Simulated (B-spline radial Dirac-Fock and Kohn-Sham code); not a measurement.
**Two-hole binding energies of Pm³⁺**

System: promethium as Pm³⁺ in the configuration 1s2 2s2 2p6 3s2 3p6 3d10 4s2 4p6 4d10 4f3 5s2 5p6 5d1 (an excited configuration).

Input of the calculation (task.json; shells as n, l, electrons):

```json
{"items": [{
  "Z": 61,
  "q": 3,
  "cfg": [[1, 0, 2], [2, 0, 2], [2, 1, 6], [3, 0, 2], [3, 1, 6], [3, 2, 10], [4, 0, 2], [4, 1, 6], [4, 2, 10], [4, 3, 3], [5, 0, 2], [5, 1, 6], [5, 2, 1]],
  "A": 145,
  "rrms": 4.962,
  "do": ["binding", "quiet", "double"]
}]}
```

Launch: `python xray_run.py task.json out`

These are calculated numbers from a radial atomic solver; the model is multi-electron Dirac-Fock with separately optimised hole states, Breit and Lamb-shift corrections added in first order. U is the two-hole binding energy less the two single-hole energies, the effective repulsion of the holes after relaxation. Each two-hole energy is an average over J within one jj subconfiguration.

| holes | E(a) (eV) | E(b) (eV) | E(ab) (eV) | U (eV) |
| --- | --- | --- | --- | --- |
| 1s⁻² | 45229.6 | 45229.6 | 91510.3 | 1051.1 |
| 1s⁻¹ 2p1/2⁻¹ | 45229.6 | 7061.8 | 52597.2 | 305.8 |
| 1s⁻¹ 3p3/2⁻¹ | 45229.6 | 1411.4 | 46726.0 | 84.9 |
| 1s⁻¹ 3d3/2⁻¹ | 45229.6 | 1103.3 | 46413.6 | 80.7 |
| 2p1/2⁻² | 7061.8 | 7061.8 | ? | ? |
| 2s⁻¹ 2p3/2⁻¹ | 7481.8 | 6508.4 | 14146.7 | 156.4 |
| 2s⁻¹ 3p3/2⁻¹ | 7481.8 | 1411.4 | 8965.1 | 71.8 |
| 2s⁻¹ 3d5/2⁻¹ | 7481.8 | 1079.5 | 8639.3 | 78.0 |
| 2p1/2⁻¹ 3d3/2⁻¹ | 7061.8 | 1103.3 | 8243.1 | 78.0 |
| 2p1/2⁻¹ 3d5/2⁻¹ | 7061.8 | 1079.5 | 8221.4 | 80.2 |
| 2p3/2⁻¹ 3p1/2⁻¹ | 6508.4 | 1524.7 | 8110.8 | 77.7 |
| 3p1/2⁻¹ 3p3/2⁻¹ | 1524.7 | 1411.4 | 2990.0 | 53.8 |
| 3p3/2⁻² | 1411.4 | 1411.4 | 2876.9 | 54.0 |
| 5p1/2⁻¹ 5p3/2⁻¹ | 60.62 | 56.65 | 130.6 | 13.3 |

Question: Give the missing two-hole energy and U.

Answer: E(ab) = 14341.4 eV and U = 217.8 eV.
